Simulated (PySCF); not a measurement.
A species of formula C6H12O2SSi has this rotational fingerprint, computed with PBE0/pcSseg-1 in PySCF (dipole) on a GFN2-xTB geometry, gas phase:

```
Rotational constants : A = 2541, B = 388.1, C = 365.0 MHz
Dipole components    : |μa| = 1.18 D, |μb| = 0.24 D, |μc| = 0.26 D
Inertial defect      : -116.18 u·Å²
κ                    : -0.98
```

Task: Which structure is it? (One computed conformer of each.)
A. `[CH3:1][O:2][C@@H:3]1[Si@@H:4]([S:5][CH3:6])[C@@:7]1([CH3:8])[CH:9]=[O:10]` with C1–O2–C3–Si4 -85°, C3–Si4–S5–C6 117°, Si4–C7–C9–O10 -117°
B. `[CH3:1][CH2:2][O:3]/[CH:4]=[CH:5]/[Si@@H:6]1[O:7][CH2:8][CH2:9][S:10]1` with C1–C2–O3–C4 180°, C2–O3–C4–C5 -1°, C4–C5–Si6–O7 -3°, C5–Si6–O7–C8 -117°, Si6–O7–C8–C9 -28°, O7–C8–C9–S10 44°, C8–C9–S10–Si6 -35°
C. `[CH3:1][CH2:2][Si:3]1([O:4][C:5]([CH3:6])=[O:7])[CH2:8][S:9][CH2:10]1` with C1–C2–Si3–O4 -42°, C2–Si3–O4–C5 -54°, Si3–O4–C5–C6 175°, C2–Si3–C8–S9 -109°, Si3–C8–S9–C10 -9°, C8–S9–C10–Si3 9°, C2–Si3–C10–S9 109°
D. `[CH2:1]=[C:2]([O:3][CH2:4][CH3:5])[SiH2:6][O:7][C:8]([CH3:9])=[S:10]` with C1–C2–O3–C4 -5°, C2–O3–C4–C5 -175°, C1–C2–Si6–O7 133°, C2–Si6–O7–C8 66°, Si6–O7–C8–C9 22°

Result: B. It is CCO/C=C/[Si@@H]1OCCS1, a near-prolate asymmetric top, point group C1. The candidates at the same level (rigid rotor, commonest isotopes):

```csv
SMILES,A (MHz),B (MHz),C (MHz),μa (D),μb (D),μc (D),Δ (u·Å²),point group,rotor
CC[Si]1(OC(C)=O)CSC1,1468,659.3,554.6,2.23,0.53,1.53,-199.48,C1,asymmetric top
CO[C@@H]1[Si@@H](SC)[C@@]1(C)C=O,1203,759.5,529.3,0.97,2.78,0.60,-130.69,C1,asymmetric top
C=C(OCC)[SiH2]OC(C)=S,1166,672.4,499.0,4.33,0.06,2.07,-172.39,C1,asymmetric top
CCO/C=C/[Si@@H]1OCCS1,2541,388.1,365.0,1.18,0.24,0.26,-116.18,C1,near-prolate asymmetric top
```

`C=C(OCC)[SiH2]OC(C)=S` has B 73 % too high; `CC[Si]1(OC(C)=O)CSC1` has B 70 % too high; `CO[C@@H]1[Si@@H](SC)[C@@]1(C)C=O` has B 96 % too high. No structure here is proved a minimum.
